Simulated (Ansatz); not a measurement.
Breaking the Ge2–H3 bond in BGeH5 (SMILES [BH2][GeH3]) (multiplicity 1 held, fragments rigid). Energies count from the point at 1.540 Å.
Geometry at that point (charge 0, multiplicity 1):
```xyz
7

B     -1.68448    -0.08981    -0.38806
Ge     0.32433     0.01333     0.07253
H      1.16136    -1.18219    -0.41786
H      0.93481     1.29603    -0.53232
H      0.50580     0.12015     1.60208
H     -2.40523     0.79344    -0.04632
H     -2.15298    -1.00476    -0.98629
```

Signs of static correlation in cc-pVDZ, with CASSCF(2,2), from Ansatz (a quantum-chemistry and plane-wave program) runs.

```json
[
 {"R (Å)": "1.232", "T1 of restricted CCSD": "0.011", "⟨S²⟩ of UHF": "0.000", "largest double amplitude of restricted CCSD": "0.032", "weight of the CASSCF reference in MRCISD": "0.906", "CASSCF natural occupations": "1.99 0.01"},
 {"R (Å)": "1.386", "T1 of restricted CCSD": "0.011", "⟨S²⟩ of UHF": "0.000", "largest double amplitude of restricted CCSD": "0.032", "weight of the CASSCF reference in MRCISD": "0.906", "CASSCF natural occupations": "1.98 0.02"},
 {"R (Å)": "1.540", "T1 of restricted CCSD": "0.011", "⟨S²⟩ of UHF": "0.000", "largest double amplitude of restricted CCSD": "0.031", "weight of the CASSCF reference in MRCISD": "0.906", "CASSCF natural occupations": "1.98 0.02"},
 {"R (Å)": "1.694", "T1 of restricted CCSD": "0.011", "⟨S²⟩ of UHF": "0.000", "largest double amplitude of restricted CCSD": "0.051", "weight of the CASSCF reference in MRCISD": "0.906", "CASSCF natural occupations": "1.97 0.03"},
 {"R (Å)": "1.848", "T1 of restricted CCSD": "0.012", "⟨S²⟩ of UHF": "0.000", "largest double amplitude of restricted CCSD": "0.061", "weight of the CASSCF reference in MRCISD": "0.906", "CASSCF natural occupations": "1.96 0.04"},
 {"R (Å)": "2.078", "T1 of restricted CCSD": "0.014", "⟨S²⟩ of UHF": "0.000", "largest double amplitude of restricted CCSD": "?", "weight of the CASSCF reference in MRCISD": "0.906", "CASSCF natural occupations": "1.93 0.07"},
 {"R (Å)": "2.309", "T1 of restricted CCSD": "0.017", "⟨S²⟩ of UHF": "0.288", "largest double amplitude of restricted CCSD": "0.188", "weight of the CASSCF reference in MRCISD": "0.906", "CASSCF natural occupations": "1.88 0.12"},
 {"R (Å)": "2.694", "T1 of restricted CCSD": "?", "⟨S²⟩ of UHF": "0.736", "largest double amplitude of restricted CCSD": "0.301", "weight of the CASSCF reference in MRCISD": "0.906", "CASSCF natural occupations": "1.75 0.25"},
 {"R (Å)": "3.079", "T1 of restricted CCSD": "0.043", "⟨S²⟩ of UHF": "0.904", "largest double amplitude of restricted CCSD": "0.439", "weight of the CASSCF reference in MRCISD": "0.906", "CASSCF natural occupations": "1.58 0.42"},
 {"R (Å)": "3.541", "T1 of restricted CCSD": "0.063", "⟨S²⟩ of UHF": "0.973", "largest double amplitude of restricted CCSD": "0.614", "weight of the CASSCF reference in MRCISD": "0.906", "CASSCF natural occupations": "1.36 0.64"},
 {"R (Å)": "4.157", "T1 of restricted CCSD": "0.082", "⟨S²⟩ of UHF": "0.998", "largest double amplitude of restricted CCSD": "0.805", "weight of the CASSCF reference in MRCISD": "0.906", "CASSCF natural occupations": "1.17 0.83"},
 {"R (Å)": "4.927", "T1 of restricted CCSD": "0.091", "⟨S²⟩ of UHF": "1.004", "largest double amplitude of restricted CCSD": "0.934", "weight of the CASSCF reference in MRCISD": "0.906", "CASSCF natural occupations": "1.06 0.94"}
]
```

Question: Complete the blanks.

Answer: 
- 2.078, largest double amplitude of restricted CCSD: 0.130
- 2.694, T1 of restricted CCSD: 0.028

Doubts at one or more of the structures used: a restricted determinant that unrestricted orbitals would lower (R-CCSD(T)/cc-pVDZ); other coupled-cluster roots lie near (R-CCSD(T)/cc-pVDZ); T1 above 0.05 (R-CCSD(T)/cc-pVDZ, U-CCSD(T)/cc-pVDZ); a spin-contaminated determinant (U-CCSD(T)/cc-pVDZ).
